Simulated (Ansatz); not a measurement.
Molecule: CClF, charge 0, multiplicity 1. SMILES: Cl[C]F
Geometry: optimised at B3LYP-D3(BJ)/def2-TZVP (Ansatz, a quantum-chemistry and plane-wave program).

Computed values are from Ansatz. Correlated levels leave the core frozen unless marked. UHF or UKS for open shells. Spin-orbit coupling is left out. No relativistic terms. CBS(X,Y): correlation extrapolated as X^-3; Hartree-Fock from the larger set. [CCSD(T)-MP2]/basis is that difference in the basis named.

```json
{
  "atomisation energy De": "896.0 kJ/mol at CCSD(T)/CBS(aug-cc-pV(T+d)Z,aug-cc-pV(Q+d)Z)",
  "vertical ionisation energy (to the doublet)": "11.09 eV at RI-MP2/CBS(aug-cc-pV(T+d)Z,aug-cc-pV(Q+d)Z)+[CCSD(T)-MP2]/aug-cc-pV(T+d)Z",
  "vertical electron affinity (to the doublet; negative means unbound)": "0.60 eV at RI-MP2/CBS(aug-cc-pV(T+d)Z,aug-cc-pV(Q+d)Z)+[CCSD(T)-MP2]/aug-cc-pV(T+d)Z",
  "vertical_triplet_singlet_gap": "1.90 eV at RI-MP2/CBS(aug-cc-pV(T+d)Z,aug-cc-pV(Q+d)Z)+[CCSD(T)-MP2]/aug-cc-pV(T+d)Z",
  "total_energy": "-597.5034 Eh at CCSD(T)/CBS(aug-cc-pV(T+d)Z,aug-cc-pV(Q+d)Z)",
  "dipole_moment": "0.67 D at CCSD(T)/aug-cc-pV(D+d)Z",
  "T1 diagnostic": "0.019 at CCSD/aug-cc-pV(Q+d)Z"
}
```

The Hartree-Fock reference is unstable (checked in the largest basis), which strains HF and MP2.
